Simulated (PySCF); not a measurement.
C3H2N2O3.
Bonds: O1–C2 (double), C2–O3, O3–C4, C4–N5 (aromatic), N5–C6 (aromatic), C6–O7 (aromatic), O7–N8 (aromatic), C4–N8 (aromatic). Hydrogens: H9 on C2; H10 on C6.

Computed, not measured: TDDFT PBE0/def2-SVPD, vertical, gas phase, core orbitals frozen in the response in PySCF 2.14.0, density-fitted response routines. Isolated species at its GFN2-xTB geometry (one conformer only).

Computed states:

```tsv
state	E (eV)	f
S1	5.61	0.0030
S2	6.02	0.0065
S3	6.67	0.084
S4	6.84	0.050
S5	6.93	0.038
S6	7.20	0.0025
```

Each state is given a Gaussian of 0.4 eV full width at half maximum, with ε(max) = 2.175×10⁸ f / Δν̃ (Δν̃ the width in cm⁻¹). The width is an assumption, not a result. The curve ends short of the highest state used, and states not computed would add to its high-energy end.

**Question.** What does the envelope look like, and where are its maxima?

**Answer.** 
```csv
λ (nm),ε (L mol⁻¹ cm⁻¹)
187.9,6768
190.0,4633
192.0,2845
194.1,1514
196.1,784
198.2,443
200.2,360
202.3,386
204.4,433
206.4,449
208.5,427
210.5,379
212.6,325
214.6,284
216.7,258
218.8,244
220.8,230
222.9,209
224.9,180
227.0,143
229.0,107
231.1,73
233.2,47
235.2,29
237.3,16
239.3,9
241.4,4
243.4,2
245.5,1
247.5,0
```

Maxima: 206 nm (6.01 eV), ε about 450, made up of S2 (97%) (ε in L mol⁻¹ cm⁻¹; maxima over ε = 5, shares over 10%). At its high-energy end, 6.60 eV, the curve is still rising (ε about 6800, from S3 and S4).

**Question.** What would ε be at 6.01 eV, the highest of these maxima, with half the width (0.2 eV)?

**Answer.** About 866 L mol⁻¹ cm⁻¹ against 450, a factor of about 1.9; a lone state at its own centre would give exactly 2.

**Question.** On this curve, what absorbance would a 10⁻³ mol/L sample give at 222 nm over a 1 cm path?

**Answer.** 222 nm is 5.585 eV, where ε is about 220 L mol⁻¹ cm⁻¹, so A = ε c l ≈ 0.22 (Beer–Lambert, with the gas-phase spectrum and the assumed width).

**Question.** Coming from long wavelengths, where does ε first pass 100 L mol⁻¹ cm⁻¹?

**Answer.** At about 229 nm (5.41 eV), 0.20 eV below S1.
